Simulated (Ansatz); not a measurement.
Computed with Ansatz.

A structure relaxed at PBE0-D4/def2-TZVP, charge 0, multiplicity 1:

```xyz
10

Cl   -1.1065    2.6471   -0.6212
Ge   -0.5274    0.7089   -1.3731
N    -0.4766   -0.4929    0.0069
Si    0.6339   -0.6415    1.2853
Cl    1.2008   -2.5952    1.5074
Cl    2.2564    0.5055    0.8227
H     0.8529    0.8725   -2.0004
H    -1.6347    0.2476   -2.3244
H    -1.3239   -1.0374    0.0965
H     0.1251   -0.2146    2.6003
```

Give its formula and SMILES.

Cl3GeH4NSi, `[Cl][GeH2][NH][SiH](Cl)Cl`.

Summarise the bond lengths by kind.

1 × Cl–Ge 2.158 Å; 1 × Ge–N 1.831 Å; 2 × Ge–H 1.525 to 1.531 Å; 1 × N–Si 1.700 Å; 1 × H–N 1.011 Å; 2 × Cl–Si 2.040 to 2.046 Å; 1 × H–Si 1.473 Å.
